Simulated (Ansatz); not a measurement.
`F[Si]1(Cl)[CH2][AlH]1`, charge 0, multiplicity 1.

Problem. Give a relaxed structure at PBE0-D4/def2-TZVP (Ansatz 0.2.0). (Best estimate.)

Solution. Computed: 
Z-matrix (Å, degrees):
```
Si
Cl 1 2.059
C 1 1.862 2 111.0
F 1 1.597 2 106.5 3 -130.4
Al 1 2.322 2 114.8 3 60.2
H 3 1.109 1 105.8 2 -159.4
H 3 1.089 1 126.9 2 -29.5
H 5 1.582 1 167.5 2 67.0
```
